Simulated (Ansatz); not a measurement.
Gas-phase electronic energies from Ansatz, PBE0-D4/def2-TZVP geometries. CBS: MP2 limit from def2 TZ/QZ plus the TZ coupled-cluster correction, frozen cores. This one scheme is used for every species. One conformer a species, not always the lowest.

Reaction (ligand exchange at the Si–O bond): `CO[SiH2]C[SiH3]` + HCl → `[SiH3]C[SiH2]Cl` + CH₃OH

| species | MP2/CBS(def2) energy (Eh) |
| --- | --- |
| `CO[SiH2]C[SiH3]` | -735.39411 |
| HCl | -460.35267 |
| `[SiH3]C[SiH2]Cl` | -1080.16642 |
| CH₃OH | -115.58363 |

(1) Work out ΔE.

Largest T1 diagnostic among the species: 0.011.

Answers

(1) ΔE = (-1080.16642) + (-115.58363) − (-735.39411) − (-460.35267) = -0.00327 Eh = -8.6 kJ/mol. CCSD(T)/CBS gives -5.7 kJ/mol.
